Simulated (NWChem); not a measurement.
System: H$_{3}$O cation; SMILES [OH3+]

NWChem printed, in part:

```
             Northwest Computational Chemistry Package (NWChem) 7.3.0
             --------------------------------------------------------

 C3V symmetry detected

                             Geometry "geometry" -> ""
                             -------------------------

 Output coordinates in angstroms (scale by  1.889725989 to convert to a.u.)

  No.       Tag          Charge          X              Y              Z
 ---- ---------------- ---------- -------------- -------------- --------------
    1 O                    8.0000     0.00000000    -0.00000000     0.07804391
    2 H                    1.0000     0.66934190     0.66934190    -0.20811709
    3 H                    1.0000     0.24499614    -0.91433804    -0.20811709
    4 H                    1.0000    -0.91433804     0.24499614    -0.20811709

 Effective nuclear repulsion energy (a.u.)      13.8110707593

      Symmetry information
      --------------------

 Group name             C3v
 Group number             17
 Group order               6
 No. of unique centers     2

                                 NWChem DFT Module
                                 -----------------

 Summary of "ao basis" -> "ao basis" (spherical)
 ------------------------------------------------------------------------------
       Tag                 Description            Shells   Functions and Types
 ---------------- ------------------------------  ------  ---------------------
 O                          def2-svp                 6       14   3s2p1d
 H                          def2-svp                 3        5   2s1p

      Symmetry analysis of basis
      --------------------------

        a1         10
        a2          1
        e          18

  Rotation of axis

            General Information
            -------------------
          SCF calculation type: DFT
          Wavefunction type:  closed shell.
          No. of atoms     :     4
          No. of electrons :    10
           Alpha electrons :     5
            Beta electrons :     5
          Charge           :     1
          Spin multiplicity:     1
          Use of symmetry is: on ; symmetry adaption is: on
          Maximum number of iterations: 150
          AO basis - number of functions:    29
                     number of shells:    15
          Convergence on energy requested:  1.00D-06
          Convergence on density requested:  1.00D-05
          Convergence on gradient requested:  5.00D-04

              XC Information
              --------------
                        M06-L Method XC Functional
                         M06-L Exchange Functional  1.000
                       M06-L Correlation Potential  1.000

             Grid Information
             ----------------
          Grid used for XC integration:  medium
          Radial quadrature: Mura-Knowles
          Angular quadrature: Lebedev.
          Tag              B.-S. Rad. Rad. Pts. Rad. Cut. Ang. Pts.
          ---              ---------- --------- --------- ---------
          O                   0.60       49           5.0       434
          H                   0.35       45           7.0       434
          Grid pruning is: on
          Number of quadrature shells:    94
          Spatial weights used:  Erf1

      Superposition of Atomic Density Guess
      -------------------------------------

 Sum of atomic energies:         -76.18899089

 Renormalizing density from      11.00 to     10

      Non-variational initial energy
      ------------------------------

 Total energy =     -71.779803
 1-e energy   =    -119.209172
 2-e energy   =      33.618298
 HOMO         =      -1.204522
 LUMO         =      -0.335287

      Symmetry analysis of molecular orbitals - initial
      -------------------------------------------------

  Numbering of irreducible representations:

     1 a1          2 a2          3 e

  Orbital symmetries:

     1 a1          2 a1          3 e           4 e           5 a1
     6 a1          7 e           8 e           9 e          10 e
    11 a1         12 a1         13 e          14 e          15 a1

     ---------------------------------------------
      Total Density - Mulliken Population Analysis
     ---------------------------------------------

    Atom       Charge   Shell Charges
 -----------   ------   -------------------------------------------------------
    1 O    8     8.64   1.99  1.25  0.38  3.76  1.25  0.00
    2 H    1     0.45   0.38  0.02  0.06
    3 H    1     0.45   0.38  0.02  0.06
    4 H    1     0.45   0.38  0.02  0.06

   convergence    iter        energy       DeltaE   RMS-Dens  Diis-err
 ---------------- ----- ----------------- --------- --------- ---------
 d= 0,ls=0.0,diis     1    -76.3418442778 -9.02D+01  5.50D-02  3.35D+00
 d= 0,ls=0.0,diis     2    -76.0607953747  2.81D-01  3.45D-02  5.93D+00
 d= 0,ls=0.0,diis     3    -76.6309971539 -5.70D-01  1.94D-03  1.75D-02
 d= 0,ls=0.0,diis     4    -76.6327792866 -1.78D-03  2.34D-04  1.65D-04
 d= 0,ls=0.0,diis     5    -76.6326938661  8.54D-05  1.21D-04  1.04D-05
  Resetting Diis
 d= 0,ls=0.0,diis     6    -76.6326954630 -1.60D-06  1.70D-05  8.48D-08
 d= 0,ls=0.0,diis     7    -76.6326954854 -2.24D-08  1.22D-06  1.61D-09

         Total DFT energy =      -76.632695485387
      One electron energy =     -128.185450916983
           Coulomb energy =       47.128230521508
    Exchange-Corr. energy =       -9.386545849205
 Nuclear repulsion energy =       13.811070759293

 Numeric. integr. density =        9.999998710308

                  Occupations of the irreducible representations
                  ----------------------------------------------

                     irrep           alpha         beta
                     --------     --------     --------
                     a1                3.0          3.0
                     a2                0.0          0.0
                     e                 2.0          2.0

                       DFT Final Molecular Orbital Analysis
                       ------------------------------------

 Vector    3  Occ=2.000000D+00  E=-8.943469D-01  Symmetry=e
              MO Center= -1.4D-01,  8.4D-03, -2.0D-02, r^2= 7.0D-01
   Bfn.  Coefficient  Atom+Function         Bfn.  Coefficient  Atom+Function
  ----- ------------  ---------------      ----- ------------  ---------------
     4      0.503718  1 O  px                25     -0.353490  4 H  s
     7      0.215403  1 O  px                20      0.207802  3 H  s
     5     -0.191273  1 O  py                15      0.145688  2 H  s
     8     -0.081793  1 O  py                27     -0.036834  4 H  px
    18     -0.026742  2 H  py                23      0.026427  3 H  py

 Vector    4  Occ=2.000000D+00  E=-8.943469D-01  Symmetry=e
              MO Center=  1.4D-01, -8.4D-03, -2.0D-02, r^2= 7.0D-01
   Bfn.  Coefficient  Atom+Function         Bfn.  Coefficient  Atom+Function
  ----- ------------  ---------------      ----- ------------  ---------------
     5      0.503718  1 O  py                15      0.324062  2 H  s
    20     -0.288200  3 H  s                  8      0.215403  1 O  py
     4      0.191273  1 O  px                 7      0.081793  1 O  px
    25     -0.035862  4 H  s                 17     -0.031402  2 H  px
    23     -0.025794  3 H  py

 Vector    5  Occ=2.000000D+00  E=-7.014600D-01  Symmetry=a1
              MO Center= -1.8D-17,  9.1D-18,  1.6D-01, r^2= 5.7D-01
   Bfn.  Coefficient  Atom+Function         Bfn.  Coefficient  Atom+Function
  ----- ------------  ---------------      ----- ------------  ---------------
     6      0.637155  1 O  pz                 9      0.423816  1 O  pz
     3      0.161101  1 O  s                  2      0.151089  1 O  s
    15     -0.075225  2 H  s                 20     -0.075225  3 H  s
    25     -0.075225  4 H  s                  1      0.066926  1 O  s

 Vector    6  Occ=0.000000D+00  E=-2.735693D-01  Symmetry=a1
              MO Center= -3.6D-15, -1.0D-14, -2.8D-01, r^2= 2.8D+00
   Bfn.  Coefficient  Atom+Function         Bfn.  Coefficient  Atom+Function
  ----- ------------  ---------------      ----- ------------  ---------------
     3      0.875037  1 O  s                 16     -0.493002  2 H  s
    21     -0.493002  3 H  s                 26     -0.493002  4 H  s
     2      0.337790  1 O  s                 15     -0.228054  2 H  s
    20     -0.228054  3 H  s                 25     -0.228054  4 H  s
     6     -0.167050  1 O  pz                 9     -0.157940  1 O  pz

 Vector    7  Occ=0.000000D+00  E=-1.833847D-01  Symmetry=e
              MO Center= -4.8D-01, -1.9D-01, -2.4D-01, r^2= 2.7D+00
   Bfn.  Coefficient  Atom+Function         Bfn.  Coefficient  Atom+Function
  ----- ------------  ---------------      ----- ------------  ---------------
    26      1.097646  4 H  s                 21     -0.865749  3 H  s
     7      0.465355  1 O  px                 4      0.352010  1 O  px
    25      0.330479  4 H  s                  8     -0.307292  1 O  py
    20     -0.260660  3 H  s                  5     -0.232446  1 O  py
    16     -0.231897  2 H  s                 15     -0.069820  2 H  s

 Vector    8  Occ=0.000000D+00  E=-1.833847D-01  Symmetry=e
              MO Center=  4.8D-01,  1.9D-01, -2.4D-01, r^2= 2.7D+00
   Bfn.  Coefficient  Atom+Function         Bfn.  Coefficient  Atom+Function
  ----- ------------  ---------------      ----- ------------  ---------------
    16      1.133567  2 H  s                 21     -0.767612  3 H  s
     8     -0.465355  1 O  py                26     -0.365954  4 H  s
     5     -0.352010  1 O  py                15      0.341294  2 H  s
     7     -0.307292  1 O  px                 4     -0.232446  1 O  px
    20     -0.231113  3 H  s                 25     -0.110182  4 H  s

     ---------------------------------------------
      Total Density - Mulliken Population Analysis
     ---------------------------------------------

    Atom       Charge   Shell Charges
 -----------   ------   -------------------------------------------------------
    1 O    8     7.97   1.99  1.10  0.48  2.92  1.48  0.01
    2 H    1     0.68   0.60  0.01  0.07
    3 H    1     0.68   0.60  0.01  0.07
    4 H    1     0.68   0.60  0.01  0.07

     -------------------------------------------
      Total Density - Lowdin Population Analysis
     -------------------------------------------

    Atom       Charge   Shell Charges
 -----------   ------   -------------------------------------------------------
    1 O    8     7.64   1.97  0.80  0.48  2.66  1.70  0.02
    2 H    1     0.79   0.50  0.12  0.16
    3 H    1     0.79   0.50  0.12  0.16
    4 H    1     0.79   0.50  0.12  0.16

     Multipole analysis of the density
     ---------------------------------

     L   x y z        total         alpha         beta         nuclear
     -   - - -        -----         -----         ----         -------
     0   0 0 0      1.000000     -5.000000     -5.000000     11.000000

     1   1 0 0      0.000000      0.000000      0.000000      0.000000
     1   0 1 0      0.000000      0.000000      0.000000     -0.000000
     1   0 0 1     -0.626210     -0.313105     -0.313105     -0.000000

     2   2 0 0     -1.808853     -3.304281     -3.304281      4.799709
     2   1 1 0      0.000000      0.000000      0.000000     -0.000000
     2   1 0 1     -0.000000     -0.000000     -0.000000      0.000000
     2   0 2 0     -1.808853     -3.304281     -3.304281      4.799709
     2   0 1 1      0.000000      0.000000      0.000000      0.000000
     2   0 0 2     -4.499636     -2.568830     -2.568830      0.638024
```

Level: M06-L/def2-SVP. All runs use the structure optimised with B3LYP/6-31G* (spherical d).

### Question
Which NWChem input produces such a log?

### Answer
This is not unique; one that fits is the input that was run:
```
start job
memory heap 200 mb stack 900 mb global 1100 mb
charge 1
geometry units angstroms noautoz
  O      0.000000     0.000000     0.078775
  H      0.669342     0.669342    -0.207386
  H      0.244996    -0.914338    -0.207386
  H     -0.914338     0.244996    -0.207386
end
basis spherical
  * library def2-svp
end
dft
  xc m06-l
  iterations 150
  mulliken
end
task dft energy
```
